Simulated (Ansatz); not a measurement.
Reaction (redistribution): `C=C[Si](N)(N)Cl` + `CBCC` → `C=C[SiH](N)Cl` + `CCBCN`

Gas-phase electronic energies from Ansatz, PBE0-D4/def2-TZVP geometries. CBS: MP2 limit from def2 TZ/QZ plus the TZ coupled-cluster correction, frozen cores. Functionals use def2-TZVPP. B3LYP here is the variant with VWN-RPA as its local correlation; programs differ in this. One conformer a species, not always the lowest.

```
             level  ΔE (kJ/mol)  difference from CCSD(T)/CBS
           PBE0-D4        151.9                         -5.8
           ωB97X-V        151.9                         -5.8
           ωB97M-V        156.7                         -1.0
            B2PLYP        155.6                         -2.1
               PBE        144.6                        -13.1
             B3LYP        150.5                         -7.2
     HF/def2-TZVPP        154.7                         -3.0
SCS-MP2/def2-TZVPP        157.2                         -0.5
    MP2/def2-QZVPP        163.6                          5.9
SCS-MP2/def2-QZVPP        158.6                          0.9
       CCSD(T)/CBS        157.7                            0
```

Largest T1 diagnostic among the species: 0.010.

The D4 term adds +4.9 kJ/mol with B3LYP and +2.7 kJ/mol with PBE0; it sums over pairs of atoms, weighted by their polarisabilities, and B3LYP, whose exchange is more repulsive, gets the larger term. From PBE to PBE0 (25 % exact exchange), in def2-TZVPP and without D4, ΔE moves by +4.7 kJ/mol.
